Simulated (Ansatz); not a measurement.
`C#C[SiH2]N` + H₂ → `N[SiH3]` + `C#C` at 298.15 K and 1 bar (hydrogenolysis of the Si–C bond).

Gas-phase electronic energies from Ansatz, PBE0-D4/def2-TZVP geometries. CCSD(T)/CBS adds triple-zeta CCSD(T) − MP2 to the extrapolated MP2 energy (def2 sets, frozen cores). This one scheme is used for every species. Each species was taken in one conformer, which may not be the lowest.

| species | CCSD(T)/CBS energy (Eh) | H − E (kJ/mol) | S (J/(mol·K)) |
| --- | --- | --- | --- |
| `C#C[SiH2]N` | -422.86577 | 182.0 | 314.2 |
| H₂ | -1.17544 | 35.1 | 130.4 |
| `N[SiH3]` | -346.80422 | 145.7 | 264.3 |
| `C#C` | -77.22717 | 80.8 | 200.2 |

H − E and S are ideal-gas, rigid-rotor, harmonic terms from PBE0-D4/def2-TZVP, for one conformer and one mirror image of each species. The MP2-based limit puts H₂ 0.8 mEh under its directly extrapolated value; such offsets cancel only in part. 1 Eh = 2625.50 kJ/mol, R = 8.31446 J/(mol·K).

Question: By hand: ΔE, ΔH, ΔS and ΔG.

Answer: ΔE = (-346.80422) + (-77.22717) − (-422.86577) − (-1.17544) = 0.00982 Eh = 25.8 kJ/mol. Δ(H − E) = 145.7 + 80.8 − 182.0 − 35.1 = 9.4, so ΔH = 35.2 kJ/mol. ΔS = 264.3 + 200.2 − 314.2 − 130.4 = 19.9 J/(mol·K). ΔG = 35.2 − 298.15 × (19.9)/1000 = 29.3 kJ/mol.

Question: By hand: the equilibrium constant, and the temperature at which ΔG would vanish if ΔH and ΔS stayed fixed.

Answer: log₁₀ K = −ΔG/(RT ln 10) = -5.1. ΔG = 0 at ΔH/ΔS = 1769 K, though so small a ΔS makes that figure unsure.

ΔH outweighs TΔS. A doubt of 5 kJ/mol in ΔE shifts log₁₀ K by 0.9 here. Other conformers and mirror images would add mixing entropy, several J/(mol·K) or more a flexible species. These are equilibria of isolated gas molecules and say nothing of rates. Largest T1 diagnostic: 0.013 (customary marks: 0.02 for closed shells, 0.045 for open ones).
